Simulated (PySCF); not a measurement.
MBe for M along the chalcogens

PBE with double-zeta basis sets in PySCF, for the lowest determinant that a PBE0 search found; no spin–orbit coupling. De refers to high-spin ground-configuration atoms. A positive dipole means M(−)Be(+).

```
 M       basis  state (unpaired electrons)  Re (Å)  ωe (cm⁻¹)  De (eV)  μ (D)
 O  x2c-SVPall      singlet (closed shell)   1.359       1437     5.05   5.37
 S    def2-SVP      singlet (closed shell)   1.770        968     3.71   4.57
Se    def2-SVP      singlet (closed shell)   1.893        829     3.22   4.19
```

The shortest bond is that of BeO (1.359 Å), the longest that of BeSe (1.893 Å). BeO is bound most strongly (5.05 eV) and BeSe least (3.22 eV).

The rows differ in basis set, which adds steps of its own.

Relativity is treated differently too: O spin-free X2C; S no relativity; Se no relativity.

Down a group bonds as a rule get longer and wavenumbers fall, partly through the reduced mass; this series shows no clear exception.
